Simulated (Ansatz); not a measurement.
Reaction (formal exchange of groups at a C–Si bond): `OB1[SiH2]C1[SiH3]` + CH₄ → `CC1[SiH2]B1O` + SiH₄

Calculated with Ansatz (gas phase, PBE0-D4/def2-TZVP geometries, no zero-point term in ΔE). CCSD(T)/CBS is the MP2 limit (def2-TZVPP, def2-QZVPP) plus CCSD(T) − MP2 in def2-TZVPP, frozen cores. This one scheme is used for every species. Functionals use def2-TZVPP. B3LYP here is the variant with VWN-RPA as its local correlation; programs differ in this. Each species was taken in one conformer, which may not be the lowest.

`OB1[SiH2]C1[SiH3]`:

Cartesian coordinates in Å:
```
O -1.528 -1.799 -0.891
B -0.469 -1.136 -0.406
Si 1.417 -0.820 -0.036
C -0.206 -0.113 0.706
Si -0.424 1.663 0.198
H -1.297 -2.427 -1.581
H 2.182 -1.761 0.821
H 2.301 0.188 -0.671
H -0.546 -0.270 1.731
H -1.846 2.090 0.292
H 0.015 1.825 -1.216
H 0.399 2.560 1.052
```

CH₄:

Z-matrix (Å, degrees):
```
C
H 1 1.090
H 1 1.090 2 109.5
H 1 1.090 2 109.5 3 -120.0
H 1 1.090 2 109.5 3 120.0
```

`CC1[SiH2]B1O`:

Cartesian coordinates in Å:
```
C -0.649 1.295 0.860
C -0.338 -0.117 0.422
Si 1.318 -1.064 0.059
B -0.259 -0.646 -1.012
O -0.816 -0.324 -2.191
H -1.722 1.502 0.808
H -0.150 2.022 0.216
H -0.321 1.484 1.886
H -0.781 -0.888 1.071
H 1.526 -2.216 0.969
H 2.579 -0.303 -0.150
H -0.386 -0.747 -2.939
```

SiH₄:

Cartesian coordinates in Å:
```
Si 0.000 0.000 0.000
H 0.953 -1.122 0.191
H 0.633 1.049 -0.838
H -0.362 0.573 1.321
H -1.224 -0.501 -0.674
```

| level | ΔE (kJ/mol) |
| --- | --- |
| B3LYP-D4 | 83.4 |
| B3LYP | 78.1 |
| CCSD/def2-TZVPP | 84.0 |
| MP2/CBS(def2) | 93.7 |

**Question.** What does CCSD(T)/CBS give? (Estimate.)

**Answer.** Computed: +88.2 kJ/mol. The listed levels differ from it by -4.8, -10.1, -4.2, 5.5 kJ/mol.

Largest T1 diagnostic among the species: 0.014.

From PBE to PBE0 (25 % exact exchange), in def2-TZVPP and without D4, ΔE moves by +3.2 kJ/mol. In def2-TZVPP, CCSD(T) changes the Hartree–Fock value by +6.5 kJ/mol (the triples alone add +1.2 kJ/mol) and MP2 by +12.0 kJ/mol. The D4 term adds +5.3 kJ/mol with B3LYP and +2.8 kJ/mol with PBE0; it sums over pairs of atoms, weighted by their polarisabilities, and B3LYP, whose exchange is more repulsive, gets the larger term.
